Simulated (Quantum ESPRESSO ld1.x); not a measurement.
Q: Species: Kr III. Configuration: [Ar] 3d10 4s2 4p3 4d1 (not the ground configuration). All-electron calculation, non-relativistic Kohn-Sham, LDA (Slater exchange, Perdew-Wang correlation), spin-polarised, spherical densities, point nucleus; open shells are filled with parallel spins first. Program: ld1.x of Quantum ESPRESSO 7.5. Some entries of the table are withheld. Estimate them.

orbital,occ.,eigenvalue (hartree),<1/r> (bohr^-1),<r^2> (bohr^2)
1s up,1,-511.080,35.45,0.002419
1s down,1,-511.069,35.45,0.002419
2s up,1,-67.3561,7.878,0.04162
2s down,1,-67.3468,7.878,0.04162
2p up,3,-61.0921,7.867,0.03204
2p down,3,-61.0804,7.867,0.03204
3s up,1,-10.3786,2.622,0.3383
3s down,1,-10.3625,2.623,0.3376
3p up,3,-8.15062,2.516,0.3487
3p down,3,-8.13262,2.518,0.3476
3d up,5,-4.13694,2.278,0.3770
3d down,5,-4.11504,2.284,0.3727
4s up,1,-1.79605,0.8837,2.575
4s down,1,-1.66961,0.8878,2.582
4p up,3,-1.26794,0.7728,3.324
4p down,0,-1.14216,0.7685,3.414
4d up,1,(1),0.5180,7.293
4d down,0,(2),0.4748,8.832

A: 
(1) 4d up eigenvalue (hartree): -0.54321
(2) 4d down eigenvalue (hartree): -0.44965
